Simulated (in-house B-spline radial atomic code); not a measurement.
Ar³⁺. Computed with a B-spline radial atomic code. Model: all-electron spherical atom, spin shells full or empty, radial basis limit, no spin-orbit coupling, Breit or QED, empty-state partial waves extrapolated as (l+1/2)^-4, RPA, G0W0 and static COHSEX of the highest shell as one setting changes (uncorrelated shells keep exact exchange).

Given: element Ar; charge 3; filled core Ne; hamiltonian non-relativistic; mean-field start r2SCAN; highest l of empty states 9; highest mean-field shell 3p up.

Shell: 3s 1 1, 3p 3 0 (electrons up and down).

```json
{"lowest nl shells left uncorrelated": "0", "RPA correlation energy (hartree)": "-0.89999", "G0W0 level (eV)": "-59.244", "G0W0 minus most complete (meV)": "0", "COHSEX level (eV)": "-61.985", "linearised minus solved G0W0 (meV)": "-22"}
{"lowest nl shells left uncorrelated": "1", "RPA correlation energy (hartree)": "?", "G0W0 level (eV)": "?", "G0W0 minus most complete (meV)": "?", "COHSEX level (eV)": "?", "linearised minus solved G0W0 (meV)": "?"}
{"lowest nl shells left uncorrelated": "2", "RPA correlation energy (hartree)": "-0.62164", "G0W0 level (eV)": "-59.221", "G0W0 minus most complete (meV)": "23.1", "COHSEX level (eV)": "-61.954", "linearised minus solved G0W0 (meV)": "-21.9"}
{"lowest nl shells left uncorrelated": "3", "RPA correlation energy (hartree)": "?", "G0W0 level (eV)": "?", "G0W0 minus most complete (meV)": "?", "COHSEX level (eV)": "?", "linearised minus solved G0W0 (meV)": "?"}
{"lowest nl shells left uncorrelated": "4", "RPA correlation energy (hartree)": "-0.087145", "G0W0 level (eV)": "-59.667", "G0W0 minus most complete (meV)": "-422.1", "COHSEX level (eV)": "-61.556", "linearised minus solved G0W0 (meV)": "-4.1"}
```

Task: What follows for lowest nl shells left uncorrelated = 3?

Result: RPA correlation energy -0.23644 hartree; G0W0 level -59.084 eV; G0W0 minus most complete 160 meV; COHSEX level -61.671 eV; linearised minus solved G0W0 -21.3 meV.

Task: What follows for lowest nl shells left uncorrelated = 1?

Result: RPA correlation energy -0.76982 hartree; G0W0 level -59.236 eV; G0W0 minus most complete 8.2 meV; COHSEX level -61.98 eV; linearised minus solved G0W0 -22 meV.
